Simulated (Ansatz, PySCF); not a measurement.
Gas-phase reaction in SMILES: C=CC + C (CH4) -> C=C (C2H4) + CC (C2H6)
Structures are relaxed separately at B3LYP-D3(BJ)/def2-TZVP in Ansatz (a quantum-chemistry and plane-wave program).

Wanted: bond separation energy (enthalpy at 298 K, with B3LYP-D3(BJ) rigid-rotor harmonic-oscillator terms from PySCF), in kcal/mol. Cores are frozen in the correlated levels unless marked. Spin-orbit coupling is left out. Non-relativistic. Basis-set limits of correlation are two-point, X^-3; Hartree-Fock from the larger set. The bracket is a focal-point correction in the basis named.

From measured enthalpies of formation at 298 K: 5.5 kcal/mol (C=CC 4.9, ATcT 1.112; C (CH4) -17.8, ATcT 1.112; C=C (C2H4) 12.6, ATcT 1.112; CC (C2H6) -20.0, ATcT 1.112). It holds spin-orbit effects, which the calculations lack, and core correlation, which the frozen-core levels lack.

```tsv
level	program	bond separation energy (kcal/mol)	error against measurement
HF/6-31G*	Ansatz	4.4	-1.1
TPSS-D4/def2-TZVPD	PySCF + dftd4	5.7	0.2
M06-L/def2-TZVPD	PySCF	6.1	0.6
r2SCAN-D4/def2-TZVPD	Ansatz + dftd4	6.3	0.8
B97M-V/def2-TZVPD	Ansatz	6.4	0.9
r2SCANh/def2-TZVPD	Ansatz	6.1	0.6
HSE06-D4/def2-TZVPD	Ansatz + dftd4	5.9	0.4
HSE06/def2-TZVPD	Ansatz	5.7	0.2
LC-wPBE/def2-TZVPD	Ansatz	5.4	-0.1
SCS-MP2/aug-cc-pVDZ	Ansatz	5.0	-0.5
SCS-MP2/cc-pwCVTZ	Ansatz	5.3	-0.2
CCSD(T)/6-31G	Ansatz	5.0	-0.5
CCSD(T)/6-31G*	Ansatz	5.2	-0.3
CCSD(T)/cc-pVTZ	Ansatz	5.2	-0.3
RI-MP2/CBS(cc-pVTZ,cc-pVQZ)+[CCSD(T)-MP2]/cc-pVTZ	Ansatz	5.3	-0.2
```
